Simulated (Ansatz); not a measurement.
Input for Ansatz (development build ahead of 0.2.0):

```yaml
crystal:
  periodic: [false, false, false]
  atoms:
    - { symbol: Mn, position_ang: [0.0, 0.0, 0.0] }
basis:
  gaussian: { orbitals: def2-TZVPP }
magnetization:
  spin_polarized: true
  initial_magnetization: 5
hamiltonian:
  xc: r2scan
```

The input is written out in the form of the current development build from the run's settings.

Output:

```
Converged                       : yes
Total energy                    : -1150.94707 hartree
Spin squared of the determinant : 8.781
```
